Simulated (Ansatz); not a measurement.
C2H6I3NZr, SMILES `C[N](C)[Zr]([I])([I])[I]`. Charge 0, multiplicity 1. Zr, I takes the def2 core potential.

```xyz
13

C    -0.3950   -1.0681   -1.2541
N    -0.0231   -0.2002   -0.1642
C     0.9036   -0.7939    0.7789
Zr   -0.4884    1.6400    0.3597
I     1.8351    3.0488    0.4330
I    -2.2096    2.6276   -1.4759
I    -1.6132    1.4917    2.8298
H     0.4888   -1.3657   -1.8318
H    -0.8762   -1.9792   -0.8775
H    -1.0906   -0.5628   -1.9241
H     0.4703   -1.6835    1.2510
H     1.8465   -1.0637    0.2888
H     1.1518   -0.0912    1.5863
```

Problem. List the harmonic frequencies (cm⁻¹, unscaled) at PBE0-D4/def2-TZVP in Ansatz. (Best estimate.)

Solution. The calculation gave: 40, 43, 43, 59, 74, 79, 117, 174, 199, 241, 260, 264, 298, 314, 573, 967, 1083, 1088, 1146, 1200, 1299, 1437, 1445, 1464, 1478, 1486, 1509, 2995, 3009, 3062, 3062, 3076, 3141.

Problem. Is this a minimum?

Solution. Yes, all 33 modes are real.

Problem. Give the ideal-gas thermochemistry at 298.15 K and 1 bar (rigid rotor, harmonic oscillator; point group Cs, symmetry number 1).

Solution. Zero-point energy 219.7 kJ/mol; H(298) − E = 254.3 kJ/mol; entropy 516.0 J/(mol·K), of which translation 186.8, rotation 143.4, vibration 185.9; G(298) − E = 100.5 kJ/mol. Modes under 100 cm⁻¹ are hindered rotations or soft bends, so the harmonic entropy is rough.

Problem. And at 400, 500, 600, 800 and 1000 K?

Solution. 
```json
{"T (K)": "400", "H − E (kJ/mol)": "271.1", "S (J/mol/K)": "564.3", "G − E (kJ/mol)": "45.4"}
{"T (K)": "500", "H − E (kJ/mol)": "289.2", "S (J/mol/K)": "604.7", "G − E (kJ/mol)": "-13.1"}
{"T (K)": "600", "H − E (kJ/mol)": "309.0", "S (J/mol/K)": "640.6", "G − E (kJ/mol)": "-75.4"}
{"T (K)": "800", "H − E (kJ/mol)": "352.2", "S (J/mol/K)": "702.6", "G − E (kJ/mol)": "-209.9"}
{"T (K)": "1000", "H − E (kJ/mol)": "399.3", "S (J/mol/K)": "755.2", "G − E (kJ/mol)": "-355.9"}
```
